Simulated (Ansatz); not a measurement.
Reaction (redistribution): `N[SiH](Br)CO` + `O=CBF` → `N[SiH](C=O)CO` + `FBBr`

Calculated with Ansatz (gas phase, PBE0-D4/def2-TZVP geometries, no zero-point term in ΔE). CCSD(T)/CBS adds triple-zeta CCSD(T) − MP2 to the extrapolated MP2 energy (def2 sets, frozen cores). For Br outer-core shells are correlated without core-valence functions, which leaves a few kJ/mol of doubt a bond. Scalar relativity is left out up to krypton. One conformer a species, not always the lowest.

| species | SCS-MP2/def2-QZVPP energy (Eh) |
| --- | --- |
| `N[SiH](Br)CO` | -3033.59651 |
| `O=CBF` | -238.93344 |
| `N[SiH](C=O)CO` | -574.28742 |
| `FBBr` | -2698.22851 |

**Question.** Work out ΔE.

**Answer.** ΔE = (-574.28742) + (-2698.22851) − (-3033.59651) − (-238.93344) = 0.01402 Eh = +36.8 kJ/mol. CCSD(T)/CBS gives +36.2 kJ/mol.

Largest T1 diagnostic among the species: 0.015.

In def2-TZVPP, CCSD(T) changes the Hartree–Fock value by −7.9 kJ/mol (the triples alone add −1.2 kJ/mol) and MP2 by −6.0 kJ/mol. From PBE to PBE0 (25 % exact exchange), in def2-TZVPP and without D4, ΔE moves by +4.4 kJ/mol.
